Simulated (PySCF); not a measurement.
## Ca (calcium, neutral) across methods

[Ar] 4p2, high-spin 3P determinant (an excited configuration). Calculation: PySCF 2.14, in x2c-QZVPPall; the spin-free X2C one-electron Hamiltonian (Gaussian nucleus).

| method | E (hartree) | mean ε 3p α (eV) | mean ε 3p β (eV) | mean ε 4p α (eV) | Σ⟨r²⟩ (bohr²) | ⟨S²⟩ |
| --- | --- | --- | --- | --- | --- | --- |
| BHandHLYP | -680.296 | -35.060 | -34.919 | -3.296 | 71.86 | 2.000 |
| PBE0 | -680.123 | -32.840 | -32.710 | -3.111 | 70.33 | 2.000 |
| UHF | -679.48277 | -39.078 | -38.882 | -4.039 | 76.72 | 2.000 |
| BP86 | -680.381 | -30.467 | -30.374 | -2.732 | 68.94 | 2.000 |
| CAM-B3LYP | -680.318 | -34.287 | -34.176 | -3.629 | 70.94 | 2.000 |
| r2SCAN | -680.262 | -31.188 | -31.113 | -2.713 | 69.93 | 2.000 |
| PBE | -680.087 | -30.400 | -30.292 | -2.678 | 69.26 | 2.000 |
| LDA | -678.432 | -30.437 | -30.324 | -2.657 | 69.27 | 2.000 |
| M06-2X | -680.307 | -34.873 | -34.816 | -3.342 | 69.84 | 2.000 |
